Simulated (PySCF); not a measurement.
iodobenzene (C6H5I), singlet, at a GFN2-xTB geometry (all electrons, no relativity), with bond 12-7 at 2.2 times its length; HF/STO-3G (PySCF).

The PySCF input:
```python
from pyscf import gto, scf

mol = gto.M(
    atom='''
I     1.549197    0.034203   -0.009534
C    -0.570315   -0.012591    0.003510
C    -1.222061   -1.231706   -0.018792
C    -2.606412   -1.256033   -0.010137
C    -3.325915   -0.073429    0.020467
C    -2.658982    1.139785    0.042540
C    -1.274905    1.176579    0.034158
H    -0.661164   -2.153436   -0.042646
H    -3.120447   -2.205375   -0.027461
H    -4.405149   -0.097256    0.027109
H    -3.214161    2.065521    0.066443
H    -0.131072    3.256881    0.072004
''',
    basis='sto-3g',
    charge=0,
    spin=0,
    verbose=4,
)

mf = scf.RHF(mol)
mf.kernel()
mo_i, mo_e, stable_i, stable_e = mf.stability(internal=True, external=True, return_status=True, nroots=6, tol=1e-6)
print('internally stable:', stable_i, ' externally stable:', stable_e)
if not stable_e:
    umf = mf.to_uhf() if not hasattr(mf, 'xc') else mf.to_uks()
    umf.scf_summary = {}
    umf.kernel(umf.make_rdm1(mo_e, umf.mo_occ))
mf.analyze()
```

Problem. Write the output that PySCF gives for this input, abridged.

Solution. 
```
PySCF version 2.14.0

[INPUT] verbose = 4
[INPUT] num. atoms = 12
[INPUT] num. electrons = 94
[INPUT] charge = 0
[INPUT] spin (= nelec alpha-beta = 2S) = 0
[INPUT] symmetry False subgroup None
[INPUT] Mole.unit = angstrom
[INPUT] Symbol           X                Y                Z      unit          X                Y                Z       unit  Magmom
[...]
nuclear repulsion = 526.046997290117
number of shells = 34
number of NR pGTOs = 186
number of NR cGTOs = 62
basis = sto-3g
ecp = {}

******** <class 'pyscf.scf.hf.RHF'> ********
method = RHF
initial guess = minao
damping factor = 0
level_shift factor = 0
DIIS = <class 'pyscf.scf.diis.CDIIS'>
diis_start_cycle = 1
diis_space = 8
diis_damp = 0
SCF conv_tol = 1e-09
SCF conv_tol_grad = None
SCF max_cycles = 50
direct_scf = True
direct_scf_tol = 1e-13
Set gradient conv threshold to 3.16228e-05
Initial guess from minao.
init E= -7057.53183933435
cycle= 1 E= -7077.55260804009  delta_E=  -20  |g|= 0.433  |ddm|= 4.85
cycle= 2 E= -7077.67458552769  delta_E= -0.122  |g|= 0.146  |ddm|= 1.18
cycle= 3 E= -7077.68454239172  delta_E= -0.00996  |g|= 0.0846  |ddm|= 0.413
cycle= 4 E= -7077.68745177901  delta_E= -0.00291  |g|= 0.0368  |ddm|= 0.181
cycle= 5 E= -7077.68802527678  delta_E= -0.000573  |g|= 0.00635  |ddm|= 0.0611
cycle= 6 E= -7077.68805990664  delta_E= -3.46e-05  |g|= 0.0025  |ddm|= 0.0183
cycle= 7 E= -7077.68806503565  delta_E= -5.13e-06  |g|= 0.00106  |ddm|= 0.00629
cycle= 8 E= -7077.68806628265  delta_E= -1.25e-06  |g|= 0.000417  |ddm|= 0.00358
cycle= 9 E= -7077.68806647954  delta_E= -1.97e-07  |g|= 0.000187  |ddm|= 0.00146
cycle= 10 E= -7077.68806650931  delta_E= -2.98e-08  |g|= 3.28e-05  |ddm|= 0.000673
cycle= 11 E= -7077.68806651045  delta_E= -1.14e-09  |g|= 8.25e-06  |ddm|= 0.000123
cycle= 12 E= -7077.68806651047  delta_E= -1.36e-11  |g|= 3.49e-06  |ddm|= 2.52e-05
Extra cycle  E= -7077.68806651047  delta_E= -1.82e-12  |g|= 1.72e-06  |ddm|= 8.82e-06
converged SCF energy = -7077.68806651047
rhf_internal: lowest eigs of H = [0.57371274 0.74455131 0.81057626 0.89869997 0.974341   0.97983584]
<class 'pyscf.scf.hf.RHF'> wavefunction is stable in the internal stability analysis
rhf_real2complex: lowest eigs of H = [0.10696135 0.11654296 0.18090008 0.19716934 0.23643933 0.26362737]
<class 'pyscf.scf.hf.RHF'> wavefunction is stable in the real -> complex stability analysis
rhf_external: lowest eigs of H = [-0.35390856 -0.06758088  0.07852265  0.16129946  0.17191434  0.17602594]
[...]
<class 'pyscf.scf.hf.RHF'> wavefunction has an RHF/RKS -> UHF/UKS instability
internally stable: True  externally stable: False
[...]
direct_scf_tol = 1e-13
number electrons alpha = 47  beta = 47
Set gradient conv threshold to 3.16228e-05
init E= -7077.59872022538
cycle= 1 E= -7077.77913230738  delta_E= -0.18  |g|= 0.173  |ddm|= 0.821
cycle= 2 E= -7077.8184799785  delta_E= -0.0393  |g|= 0.0715  |ddm|= 0.382
cycle= 3 E= -7077.82496195794  delta_E= -0.00648  |g|= 0.0326  |ddm|= 0.131
cycle= 4 E= -7077.82751538286  delta_E= -0.00255  |g|= 0.0211  |ddm|= 0.0941
cycle= 5 E= -7077.82852839671  delta_E= -0.00101  |g|= 0.0219  |ddm|= 0.0381
cycle= 6 E= -7077.8266871249  delta_E= 0.00184  |g|= 0.0196  |ddm|= 0.0716
cycle= 7 E= -7077.82197549194  delta_E= 0.00471  |g|= 0.00868  |ddm|= 0.31
cycle= 8 E= -7077.82182408687  delta_E= 0.000151  |g|= 0.00476  |ddm|= 0.0624
cycle= 9 E= -7077.82179425889  delta_E= 2.98e-05  |g|= 0.00186  |ddm|= 0.039
cycle= 10 E= -7077.82177704581  delta_E= 1.72e-05  |g|= 0.000668  |ddm|= 0.0277
cycle= 11 E= -7077.82177760142  delta_E= -5.56e-07  |g|= 0.000311  |ddm|= 0.00555
cycle= 12 E= -7077.82177780782  delta_E= -2.06e-07  |g|= 0.000162  |ddm|= 0.000884
cycle= 13 E= -7077.82177788114  delta_E= -7.33e-08  |g|= 6.97e-05  |ddm|= 0.000765
cycle= 14 E= -7077.82177789506  delta_E= -1.39e-08  |g|= 3.04e-05  |ddm|= 0.000309
cycle= 15 E= -7077.82177789746  delta_E= -2.4e-09  |g|= 1.34e-05  |ddm|= 0.000122
cycle= 16 E= -7077.82177789813  delta_E= -6.69e-10  |g|= 5.85e-06  |ddm|= 8.85e-05
Extra cycle  E= -7077.82177789821  delta_E= -7.82e-11  |g|= 4.42e-06  |ddm|= 1.5e-05
converged SCF energy = -7077.82177789821  <S^2> = 1.0156051  2S+1 = 2.2499823
**** SCF Summaries ****
Total Energy =                       -7077.688066510469980
Nuclear Repulsion Energy =             526.046997290116678
One-electron Energy =               -10796.423962012298944
Two-electron Energy =                 3192.688898211712967
Two-electron Coulomb Energy =         3399.800834398019560
DFT Exchange-Correlation Energy =     -207.111936186306593
**** MO energy ****
[...]
 ** Mulliken pop on meta-lowdin orthogonal AOs  **
 ** Mulliken pop  **
 ** Mulliken atomic charges  **
charge of    0I =      0.02723
charge of    1C =     -0.07443
charge of    2C =     -0.03359
charge of    3C =     -0.03599
charge of    4C =     -0.02826
charge of    5C =     -0.04647
charge of    6C =      0.01246
charge of    7H =      0.04740
charge of    8H =      0.04203
charge of    9H =      0.04391
charge of   10H =      0.04576
charge of   11H =     -0.00005
Dipole moment(X, Y, Z, Debye): -1.85054, -0.27364,  0.00630
```
